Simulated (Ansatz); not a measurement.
Coupled-cluster run, C2H6InS, SMILES `[CH2][In]([CH3])[SH]` radical.

```yaml
crystal:
  periodic: [false, false, false]
  atoms:
    - {symbol: C, position_ang: [-1.458262, 1.292306, 0.733578]}
    - {symbol: In, position_ang: [-0.013790, 0.084485, -0.221173]}
    - {symbol: C, position_ang: [1.226527, -1.471330, 0.566229]}
    - {symbol: S, position_ang: [0.273135, 0.542079, -2.563684]}
    - {symbol: H, position_ang: [-2.022902, 2.055569, 0.204652]}
    - {symbol: H, position_ang: [-1.704668, 1.210657, 1.789077]}
    - {symbol: H, position_ang: [2.274784, -1.190606, 0.454020]}
    - {symbol: H, position_ang: [1.057985, -2.390634, 0.003819]}
    - {symbol: H, position_ang: [1.015332, -1.651263, 1.620012]}
    - {symbol: H, position_ang: [-0.648131, 1.518757, -2.586529]}
basis:
  gaussian: {orbitals: def2-SVP}
magnetization: {spin_polarized: true, initial_magnetization: 1}
correlation: {method: ccsd_t}
scf: {omitted_lower_state_checks: [cluster_reference]}
```

```sh
$ ansatz run in.yaml --threads 4 --pin off --events-out ev --progress --plain --max-ram 10444MiB
```

Log, shortened:

```
Functional definition: HF
  name "HF"
  cite "Fock, Z. Phys. 61, 126 (1930) doi:10.1007/BF01340294"
  parent pbe
  exchange = exact_x
  correlation = 0
these checks for a lower state are left out or cut short: cluster_reference
1108 factors; integrals over basis functions are off by at most 1.4e-3 eV
mean field evaluation 1: about -18113.7309 eV, gradient 2.0e1 eV
mean field evaluation 2: about -18113.7459 eV, gradient 2.0e1 eV
mean field evaluation 4: about -18116.2274 eV, gradient 2.0e0 eV
mean field evaluation 8: about -18116.2708 eV, gradient 3.7e-3 eV
mean field -18116.27077785 eV, -665.7606714364 hartree, gradient 5.9e-6 eV, S^2 0.762344; 1 other end points of the search recorded, 0 dependent functions left out
11 core orbitals not correlated: weight in the atoms' cores, before any rotation towards them, 1.000 or more for the frozen orbitals, at most 0.000 for the correlated occupied ones
reference -18116.27077785 eV, -665.7606714364 hartree; 17, 16 occupied and 74, 75 virtual orbitals, 1108 factors
second order -13.04474005 eV of doubles, -0.00000000 eV of singles
cycle   1  -14.09857105 eV  change    -1.1e0 eV  update   8.7e-2
cycle   2  -14.51079183 eV  change   -4.1e-1 eV  update   2.8e-2
cycle   3  -14.58278629 eV  change   -7.2e-2 eV  update   1.3e-2
cycle   4  -14.58319897 eV  change   -4.1e-4 eV  update   5.0e-3
cycle   5  -14.58192578 eV  change    1.3e-3 eV  update   2.6e-3
cycle   6  -14.58211151 eV  change   -1.9e-4 eV  update   1.0e-3
cycle   7  -14.58229426 eV  change   -1.8e-4 eV  update   4.8e-4
cycle   8  -14.58239955 eV  change   -1.1e-4 eV  update   2.0e-4
cycle   9  -14.58238199 eV  change    1.8e-5 eV  update   9.5e-5
cycle  10  -14.58235784 eV  change    2.4e-5 eV  update   3.1e-5
perturbative correction -0.43583921 eV, -0.0160167956 hartree
Total energy: -18131.28897490 eV, -666.3125799985 hartree
Checks for a lower state left out: cluster_reference
```

Hardware: 4 threads of an Arm Neoverse V2 on a shared host. Wall time 15 s, peak host memory 0.99 GiB.

The correlation energy is -15.018 eV, 2.9 % of it from (T); the T1 diagnostic reads 0.0115.
